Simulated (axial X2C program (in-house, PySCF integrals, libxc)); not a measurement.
## Which molecule has these constants?

Computed with an in-house all-electron X2C program for linear molecules (integrals from PySCF), spin-free (one-electron X2C) or two-component (2c: spin–orbit coupling with atomic mean-field Coulomb and Gaunt terms, which also bring small scalar terms), in Dyall basis sets with cores contracted in-house; open shells are unrestricted.

A two-component PBE0 calculation in a Dyall 3-zeta basis gave Re = 3.823 Å, ωe = 107.4 cm⁻¹, Ω = 1/2.

Question: Which molecule is it?
A. Ca₂⁻
B. Ga₂⁻
C. Se₂⁻
D. As₂⁻
E. Br₂⁻

Answer: A. The others have As₂⁻ 2.179 Å and 386.4 cm⁻¹ (Ω = 1/2); Se₂⁻ 2.276 Å and 326.9 cm⁻¹ (Ω = 3/2); Ga₂⁻ 2.507 Å and 199.9 cm⁻¹ (Ω = 3/2); Br₂⁻ 2.876 Å and 140.0 cm⁻¹ (Ω = 1/2).

Each entry is the lowest single determinant of a limited PBE0 search at one distance. De goes to single-determinant-based atoms at the same level (for ions the charge split of lowest energy) and is withheld (n/a) where an atom does not fit its ground term or J level. Main or longest-lived isotopes. One determinant is a doubtful description, or other states lie close, for Ca₂⁻, Ga₂⁻; these need not be ground states, and all values refer to the states named. With several unpaired electrons the Ω given is that of one determinant, not necessarily of the lowest component. The functionals have no current term, which raises determinants with orbital currents.
